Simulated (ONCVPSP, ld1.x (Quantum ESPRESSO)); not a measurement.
# Pseudopotentials across the periodic table

Generated with ld1.x 7.5 (TM, RRKJ, ultrasoft, PAW), atompaw 4.2 or ONCVPSP 4.0.1. The cutoff is in Ry: for ld1.x and atompaw files where the sum of valence levels is converged to 10 mRy in a Bessel basis, for ONCV files where the hardest occupied wave has 1 mHa per electron of residual kinetic energy. The error is the largest all-electron minus pseudo excitation energy over each file’s own four to seven test configurations (ionisations up to +4, promotions, holes and added fractions of an electron), all of which were solved. The labels leave out finer settings (local radius, basis sizes, second energies), which also bear on the numbers. Spin-polarised tests are not counted. The rows are a selection from randomly drawn settings: files with unsolved tests, undetermined cutoffs or missed reference levels are left out.

A true bound ghost makes a file unfit for plane-wave use even where its test errors are small: the radial tests pick states by their node count and pass the ghost by.

```tsv
element	potential	cutoff (Ry)	largest error (meV)	bound ghosts
B	ONCV, PBEsol, scalar-relativistic, rc 1.30/3.40 (sp), local s, core correction yes, reference 2s2 2p1, qcut 6/4.8, projectors 0/2	24	+324	none
O	PAW, LDA (PZ), scalar-relativistic, rc 0.94/0.98 (sp), local smoothed, core correction yes, reference 2s1 2p5	80	-4.0	none
P	TM, Wu–Cohen, scalar-relativistic, rc 1.14/1.14/0.94 (spd), local s, core correction yes, reference 3s2 3p1	90	+35	none
Se	TM, PW91, scalar-relativistic, rc 1.40/1.95/0.95 (spd), local s, core correction no, reference 3d10 4s2 4p3	300	-1152	none
Sr	ONCV, LDA (Perdew-Zunger), scalar-relativistic, rc 1.90/2.90/2.20 (spd), local smoothed, core correction yes, reference 4s2 4p6 5s1.5 5p0.5, qcut 5.6/5.7/4.7, projectors 2/2/2	24	-1.4	d
Zr	ONCV, PBE, scalar-relativistic, rc 1.55/1.30/2.45 (spd), local smoothed, core correction yes, reference 4s2 4p6 4d2 5s1, qcut 7.6/6.6/6.3, projectors 2/2/1	74	-9.6	none
Ba	ONCV, PBE, scalar-relativistic, rc 3.20/2.45/3.00 (spd), local smoothed, core correction yes, reference 5s2 5p6 6s2, qcut 4.6/5/3.6, projectors 2/2/2	20	-4.5	none
Au	TM, BP86, fully relativistic, rc 1.70/1.35/1.45 (spd), local s, core correction no, reference 5p6 5d10 6s1 6p0	100	-535	none
```

(1) Fill in the row for Ti: ONCV, PBEsol, fully relativistic, rc 1.60/1.20/2.50 (spd), local smoothed, core correction yes, reference 3s2 3p6 3d2 4s2, qcut 6/5.8/6.4, projectors 2/2/2.

(2) Fill in the row for Pd: ONCV, PBEsol, scalar-relativistic, rc 1.15/1.55/1.95 (spd), local smoothed, core correction yes, reference 4s2 4p6 4d9, qcut 8.1/10.9/7.5, projectors 3/2/2.

Results:

(1) cutoff 39 Ry, largest error +245 meV, bound ghosts: none.

(2) cutoff 62 Ry, largest error -175 meV, bound ghosts: none.
